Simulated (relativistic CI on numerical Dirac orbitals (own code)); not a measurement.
Hyperfine structure of Tm15+, mass number 169

Calculated at this level of theory: Dirac-Coulomb-Breit CI, separate exchange-only KLI orbitals for each configuration, model QED (radiative potential, 1s self-energy scaled to tabulated hydrogen-like ionisation energies), unscaled Slater integrals (own radial code, finite nucleus).

Configuration list (outside the closed core [Ar] 3d10 4p6 4d10): 4s2 4f8, 4s2 4f6 5s2, 4s2 4f7 6s, 4s 4f9, 4f10. Levels of other configurations are missing.

Nuclear spin I = 1/2, μ = -0.231 μN (tables of Stone and Pyykkö). The electronic factors are computed for point nuclear moments, without core polarisation or the Bohr-Weisskopf and QED corrections.

| Level | E (cm⁻¹) | A (MHz) |
| --- | --- | --- |
| 4s2 4f8 7F_6 | 0.0 | -388.3 |
| 4s2 4f8 7F_5 | 4013.2 | -332.4 |
| 4s2 4f8 7F_4 | 6024.1 | -318.5 |
| 4s2 4f8 7F_3 | 7327.3 | -293.7 |
| 4s2 4f8 7F_2 | 7634.3 | -261 |
| 4s2 4f6 5s2 7F_2 | 17678.3 | -234.8 |
| 4s2 4f6 5s2 7F_3 | 19203.2 | -278.7 |
| 4s2 4f6 5s2 7F_4 | 21144.1 | -334.7 |

Levels with J = 0, under 50 % of one LS term, or S terms without an open s electron are left out. Small factors come from cancelling terms and can be off by tens of per cent or more.

At this charge transitions that keep the count of f electrons are usually good to a few per cent. Terms inside the open d or f shell come out 10 to 20 % too wide with unscaled integrals. Levels and lines within the n = 5 or 6 shells can be off by up to 10 % or somewhat more, and those that change n by about 2 %, since core polarisation is missing. Levels that differ in their count of f electrons can be misplaced by several ten thousand cm⁻¹, since the correlation energy of f electrons is missing or only estimated; rates across such gaps can be off by orders of magnitude.

(1) Give the hyperfine levels of 4s2 4f8 7F_6 relative to its centre of gravity.

Results:

(1) With K = F(F + 1) − I(I + 1) − J(J + 1), E = AK/2: F = 11/2: 1359, F = 13/2: -1165 MHz.

LS names give the leading component of a level, which can be under half, so a name can repeat, a term be missing and a line seem to break the LS rules.
